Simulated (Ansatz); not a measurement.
Consider the substitution at a C–N bond: `C#CN1CS[SiH2]1` + `COC(=O)O` → `C#COC(=O)OC` + `C1N[SiH2]S1`.

Gas-phase electronic energies from Ansatz, PBE0-D4/def2-TZVP geometries. CCSD(T)/CBS is the MP2 limit (def2-TZVPP, def2-QZVPP) plus CCSD(T) − MP2 in def2-TZVPP, frozen cores. Functionals use def2-TZVPP. HSE06 is defined as in plane-wave codes. One conformer a species, not always the lowest.

**Question.** Is it downhill or uphill in electronic energy at CCSD(T)/CBS, and by how much? (An estimate is asked.)

**Answer.** The calculation gave: Uphill: ΔE = +87.4 kJ/mol.

**Question.** What do these levels give: LDA (SPW92), PBE0-D4, r2SCAN0-D4, HSE06-D4, PBE-QIDH, BLYP, CAM-B3LYP, HF/def2-SVP, CCSD/def2-SVP, MP2/def2-TZVPP, HF/def2-QZVPP, MP2/CBS(def2)? (Best estimate.)

**Answer.** The calculation gave: LDA (SPW92) 89.2, PBE0-D4 92.0, r2SCAN0-D4 92.3, HSE06-D4 92.2, PBE-QIDH 92.2, BLYP 84.7, CAM-B3LYP 86.1, HF/def2-SVP 95.8, CCSD/def2-SVP 90.2, MP2/def2-TZVPP 93.1, HF/def2-QZVPP 89.1, MP2/CBS(def2) 93.1 kJ/mol.

**Question.** What do rigid-rotor, harmonic-oscillator terms from PBE0-D4/def2-TZVP frequencies (298.15 K, 1 bar) make of the CCSD(T)/CBS value? (An estimate is asked.)

**Answer.** Ansatz gave: ΔZPE = -2.6 kJ/mol, ΔH = +85.3 kJ/mol, ΔS = 2 J/(mol·K), ΔG = +84.6 kJ/mol.

Largest T1 diagnostic among the species: 0.014.

From BLYP to BHLYP (50 % exact exchange), in def2-TZVPP and without D4, ΔE moves by +4.7 kJ/mol. The D4 term adds +3.4 kJ/mol with B3LYP and +2.0 kJ/mol with PBE0; it sums over pairs of atoms, weighted by their polarisabilities, and B3LYP, whose exchange is more repulsive, gets the larger term.

B3LYP here is the variant with VWN-RPA as its local correlation; programs differ in this.
